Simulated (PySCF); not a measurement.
Cu2, singlet, at a GFN2-xTB geometry (such geometries of metal compounds can be far from the true shape); DF-B3LYP/aug-cc-pVTZ run with PySCF.

Input for PySCF:
```python
from pyscf import gto, scf, dft
import numpy

mol = gto.M(
    atom='''
Cu   -0.00000000   -0.00000000   -1.11239335
Cu    0.00000000    0.00000000    1.11239335
''',
    basis='aug-cc-pvtz',
    verbose=4,
)
print('smallest overlap eigenvalue', numpy.linalg.eigvalsh(mol.intor('int1e_ovlp'))[0])

mf = dft.RKS(mol)
mf.xc = 'b3lyp'
mf = mf.density_fit(auxbasis='def2-universal-jkfit')
mf = scf.addons.remove_linear_dep_(mf, threshold=1e-2, lindep=1e-2)
mf.kernel()
mf.analyze()
```

**Question.** Write the output that PySCF gives for this input, abridged.

**Answer.** 
```
PySCF version 2.14.0

[INPUT] verbose = 4
[INPUT] num. atoms = 2
[INPUT] num. electrons = 58
[INPUT] charge = 0
[INPUT] spin (= nelec alpha-beta = 2S) = 0
[INPUT] symmetry False subgroup None
[INPUT] Mole.unit = angstrom
[INPUT] Symbol           X                Y                Z      unit          X                Y                Z       unit  Magmom
[...]
nuclear repulsion = 200.036270615839
number of shells = 28
number of NR pGTOs = 312
number of NR cGTOs = 186
basis = aug-cc-pvtz
ecp = {}
input.py:17: DeprecationWarning: remove_linear_dep_ is deprecated and will be removed in a future release. Linear dependency handling is now built into the SCF procedure by default. Linear dependency removal can be controlled using the following settings:
  pyscf.scf.hf.remove_overlap_zero_eigenvalue = True
  pyscf.scf.hf.overlap_zero_eigenvalue_threshold = 1e-6

  mf = scf.addons.remove_linear_dep_(mf, threshold=1e-2, lindep=1e-2)
smallest overlap eigenvalue 4.675466845695245e-05
Applying remove_linear_dep_ on SCF object.
Using canonical orthogonalization with threshold 0.01

******** <class 'pyscf.df.df_jk.DFRKS'> ********
method = DFRKS
initial guess = minao
damping factor = 0
level_shift factor = 0
DIIS = <class 'pyscf.scf.diis.CDIIS'>
diis_start_cycle = 1
diis_space = 8
diis_damp = 0
SCF conv_tol = 1e-09
SCF conv_tol_grad = None
SCF max_cycles = 50
direct_scf = False
XC library pyscf.dft.libxc version 7.1.2
    S. Lehtola, C. Steigemann, M. J. T. Oliveira, and M. A. L. Marques,  SoftwareX 7, 1–5 (2018)
XC functionals = b3lyp
    P. J. Stephens, F. J. Devlin, C. F. Chabalowski, and M. J. Frisch,  J. Phys. Chem. 98, 11623 (1994)
radial grids:
    Treutler-Ahlrichs [JCP 102, 346 (1995); DOI:10.1063/1.469408] (M4) radial grids

becke partition: Becke, JCP 88, 2547 (1988); DOI:10.1063/1.454033
pruning grids: <function nwchem_prune>
grids dens level: 3
symmetrized grids: False
atomic radii adjust function: <function treutler_atomic_radii_adjust>
small_rho_cutoff = 0
Set gradient conv threshold to 3.16228e-05
Initial guess from minao.
tot grids = 41280
******** <class 'pyscf.df.df.DF'> ********
auxbasis = def2-universal-jkfit
init E= -3280.51740124221
[...]
cycle= 1 E= -3278.60545923606  delta_E= 1.91  |g|= 5.44  |ddm|=  2.7
[...]
cycle= 2 E= -3273.3728954165  delta_E= 5.23  |g|= 10.7  |ddm|= 3.35
[...]
cycle= 3 E= -3280.68007892019  delta_E= -7.31  |g|= 2.42  |ddm|= 1.72
[...]
cycle= 4 E= -3281.23311918782  delta_E= -0.553  |g|= 0.157  |ddm|= 0.865
[...]
cycle= 5 E= -3281.2354102501  delta_E= -0.00229  |g|= 0.0523  |ddm|= 0.0746
[...]
cycle= 6 E= -3281.23572370949  delta_E= -0.000313  |g|= 0.0279  |ddm|= 0.0271
[...]
cycle= 7 E= -3281.23580076509  delta_E= -7.71e-05  |g|= 0.0168  |ddm|= 0.0155
[...]
cycle= 8 E= -3281.23572999256  delta_E= 7.08e-05  |g|= 0.0311  |ddm|= 0.0227
[...]
cycle= 9 E= -3281.23574549595  delta_E= -1.55e-05  |g|= 0.0286  |ddm|= 0.00225
[...]
cycle= 10 E= -3281.23573359097  delta_E= 1.19e-05  |g|= 0.0304  |ddm|= 0.00166
[...]
cycle= 11 E= -3281.23570559215  delta_E= 2.8e-05  |g|= 0.0367  |ddm|= 0.00354
[...]
cycle= 12 E= -3281.23575330241  delta_E= -4.77e-05  |g|= 0.027  |ddm|= 0.00391
[...]
cycle= 13 E= -3281.23571735994  delta_E= 3.59e-05  |g|= 0.0354  |ddm|= 0.0069
[...]
cycle= 14 E= -3281.23575605887  delta_E= -3.87e-05  |g|= 0.027  |ddm|= 0.00603
[...]
cycle= 15 E= -3281.23578713241  delta_E= -3.11e-05  |g|= 0.0178  |ddm|= 0.0036
[...]
cycle= 16 E= -3281.23578650234  delta_E= 6.3e-07  |g|= 0.0205  |ddm|= 0.00638
[...]
cycle= 17 E= -3281.23578061701  delta_E= 5.89e-06  |g|= 0.0209  |ddm|= 0.0045
[...]
cycle= 18 E= -3281.23581388206  delta_E= -3.33e-05  |g|= 0.00957  |ddm|= 0.00849
[...]
cycle= 19 E= -3281.23575881212  delta_E= 5.51e-05  |g|= 0.0278  |ddm|= 0.00828
[...]
cycle= 20 E= -3281.23574275867  delta_E= 1.61e-05  |g|= 0.0313  |ddm|= 0.00226
[...]
cycle= 21 E= -3281.23575306769  delta_E= -1.03e-05  |g|= 0.0288  |ddm|= 0.00216
[...]
cycle= 22 E= -3281.2357411757  delta_E= 1.19e-05  |g|= 0.0309  |ddm|= 0.00112
[...]
cycle= 23 E= -3281.23576605622  delta_E= -2.49e-05  |g|= 0.0255  |ddm|= 0.00242
[...]
cycle= 24 E= -3281.23580094091  delta_E= -3.49e-05  |g|= 0.0148  |ddm|= 0.00554
[...]
cycle= 25 E= -3281.2357997728  delta_E= 1.17e-06  |g|= 0.0165  |ddm|= 0.00311
[...]
cycle= 26 E= -3281.23580151216  delta_E= -1.74e-06  |g|= 0.0149  |ddm|= 0.00135
[...]
cycle= 27 E= -3281.23579862296  delta_E= 2.89e-06  |g|= 0.0169  |ddm|= 0.0029
[...]
cycle= 28 E= -3281.23580172353  delta_E= -3.1e-06  |g|= 0.0148  |ddm|= 0.00622
[...]
cycle= 29 E= -3281.23579438053  delta_E= 7.34e-06  |g|= 0.0173  |ddm|= 0.00268
[...]
cycle= 30 E= -3281.23579061364  delta_E= 3.77e-06  |g|= 0.0195  |ddm|= 0.00912
[...]
cycle= 31 E= -3281.23580457228  delta_E= -1.4e-05  |g|= 0.0146  |ddm|= 0.00313
[...]
cycle= 32 E= -3281.23580895465  delta_E= -4.38e-06  |g|= 0.0116  |ddm|= 0.00263
[...]
cycle= 33 E= -3281.23579194678  delta_E= 1.7e-05  |g|= 0.019  |ddm|= 0.00408
[...]
cycle= 34 E= -3281.23578884925  delta_E= 3.1e-06  |g|= 0.0198  |ddm|= 0.00104
[...]
cycle= 35 E= -3281.23579485338  delta_E= -6e-06  |g|= 0.0178  |ddm|= 0.00181
[...]
cycle= 36 E= -3281.23576942647  delta_E= 2.54e-05  |g|= 0.0244  |ddm|= 0.00451
[...]
cycle= 37 E= -3281.23576243171  delta_E= 6.99e-06  |g|= 0.027  |ddm|= 0.00381
[...]
cycle= 38 E= -3281.2357656153  delta_E= -3.18e-06  |g|= 0.0262  |ddm|= 0.00151
[...]
cycle= 39 E= -3281.23578822904  delta_E= -2.26e-05  |g|= 0.0199  |ddm|= 0.00723
[...]
cycle= 40 E= -3281.23579686957  delta_E= -8.64e-06  |g|= 0.0174  |ddm|= 0.00364
[...]
cycle= 41 E= -3281.23578475401  delta_E= 1.21e-05  |g|= 0.021  |ddm|= 0.00377
[...]
cycle= 42 E= -3281.23579724282  delta_E= -1.25e-05  |g|= 0.0165  |ddm|= 0.00338
[...]
cycle= 43 E= -3281.23579695284  delta_E= 2.9e-07  |g|= 0.0162  |ddm|= 0.00499
[...]
cycle= 44 E= -3281.23579330847  delta_E= 3.64e-06  |g|= 0.0172  |ddm|= 0.00173
[...]
cycle= 45 E= -3281.23578476879  delta_E= 8.54e-06  |g|= 0.0197  |ddm|= 0.0054
[...]
cycle= 46 E= -3281.23578600898  delta_E= -1.24e-06  |g|= 0.0201  |ddm|= 0.00286
[...]
cycle= 47 E= -3281.23579034321  delta_E= -4.33e-06  |g|= 0.019  |ddm|= 0.00224
[...]
cycle= 48 E= -3281.23576310948  delta_E= 2.72e-05  |g|= 0.026  |ddm|= 0.00673
[...]
cycle= 49 E= -3281.23575913547  delta_E= 3.97e-06  |g|= 0.0218  |ddm|= 0.00897
[...]
cycle= 50 E= -3281.23578815753  delta_E= -2.9e-05  |g|= 0.0206  |ddm|= 0.0085
SCF not converged.
SCF energy = -3281.23578815753
**** SCF Summaries ****
Total Energy =                       -3281.235788157525803
Nuclear Repulsion Energy =             200.036270615839243
One-electron Energy =                -4976.079626162002569
Two-electron Energy =                 1494.807567388637381
Two-electron Coulomb Energy =         1629.325849067395893
DFT Exchange-Correlation Energy =     -134.518281678758512
HOMO-LUMO gap [eV] =                     3.327920644569459
**** MO energy ****
[...]
 ** Mulliken pop on meta-lowdin orthogonal AOs  **
 ** Mulliken pop  **
 ** Mulliken atomic charges  **
charge of    0Cu =      0.00059
charge of    1Cu =     -0.00059
Dipole moment(X, Y, Z, Debye): -0.00136,  0.01389, -0.00707
```

Convergence was not reached.
